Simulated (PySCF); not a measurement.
An unknown is described by computed data only.

Elements present: C, H, N and S. Monoisotopic mass: 161.0299 u.

| Item | Value |
| --- | --- |
| Dipole | 2.51 D [CAM-B3LYP/def2-SVPD] |
| 1H NMR | chemical shifts (computed TMS as zero) by class: 8.82 (2 H), 7.49 (1 H), 7.47 (1 H), 7.36 (2 H), 7.29 (1 H) ppm [GIAO PBE0/pcSseg-1] |
| Rotational structure | rotational constants A, B, C: 3.276, 0.521, 0.456 GHz [PBE0-D3(BJ)/def2-SVP] |
| 13C NMR | chemical shifts (computed TMS as zero) by class: 156.5 (2 C), 146.8 (1 C), 145.8 (1 C), 134.6 (1 C), 131.0 (1 C), 130.6 (1 C), 125.4 (2 C) ppm [GIAO PBE0/pcSseg-1] |
| NMR, other nuclei | isotropic shieldings of nuclei other than C and H, by class: -93 (1 N), 265 (1 S) ppm [GIAO PBE0/pcSseg-1] |
| Triplet | lowest triplet excitation (Tamm–Dancoff): 3.45 eV [TDA CAM-B3LYP/def2-SVPD] |

Gas-phase values; electronic properties from PySCF, density fitting. Levels stand in brackets. Geometry: PBE0-D3(BJ)/def2-SVP, one conformer, isolated molecule. NMR classes are plain means over equivalent atoms (diastereotopic ones count apart unless rotation or inversion swaps them), as if these changed places fast.

Q: Which formula fits the mass and the elements?

A: C9H7NS (calculated 161.0299). No other formula that holds each of these elements comes within 0.0003 u with a fitting electron parity and a possible valence count.

Q: What is the compound? Reason from the data.

A: Numbering: `[cH:1]1[cH:2][c:3](-[c:4]2[cH:5][cH:6][s:7][cH:8]2)[cH:9][cH:10][n:11]1`. Its formula, C9H7NS, gives 7 degrees of unsaturation: 2 rings and 5 π bonds in the structure found (Kekulé form). 9 carbons fall into 7 classes; from least to most shielded: aromatic CH next to a ring nitrogen [C1/C10] (156.5 ppm, 2 C), substituted aromatic carbon [C3] (146.8 ppm), substituted aromatic carbon [C4] (145.8 ppm), aromatic CH next to a ring sulfur [C6] (134.6 ppm), aromatic CH carbon [C5] (131.0 ppm), aromatic CH next to a ring sulfur [C8] (130.6 ppm), aromatic CH carbon [C2/C9] (125.4 ppm, 2 C). Hydrogen classes from least to most shielded: 2 H on 2 like atoms (aromatic CH next to a ring nitrogen), C1/C10 (8.82 ppm), 1 H on an aromatic CH carbon, C5 (7.49 ppm), 1 H on an aromatic CH next to a ring sulfur, C8 (7.47 ppm), 2 H on 2 aromatic CH carbons, C2/C9 (7.36 ppm), 1 H on an aromatic CH next to a ring sulfur, C6 (7.29 ppm). The other shieldings belong to: -93 ppm, pyridine-type nitrogen [N11]; 265 ppm, thiophene-type sulfur [S7]. The optimised geometry has point group C1 and is an asymmetric top. Structure: `c1cc(-c2ccsc2)ccn1`. Computed isomers that give other values at the same levels: `N#C[C@@]12[C@@H]3[C@H]4[C@H]5[C@@H]3[C@@H]1[C@@]5(S)[C@H]42` (rotational constant A: 1.800 GHz; this holds for the one conformer computed); `c1ccc(-c2cccs2)nc1` (rotational constant A: 2.828 GHz; this holds for the one conformer computed). The assignments are read from this structure; whether some other isomer fits the data as well wasn't checked.

Shape of the structure used: `[cH:1]1[cH:2][c:3](-[c:4]2[cH:5][cH:6][s:7][cH:8]2)[cH:9][cH:10][n:11]1`: C2–C3–C4–C5 153°.
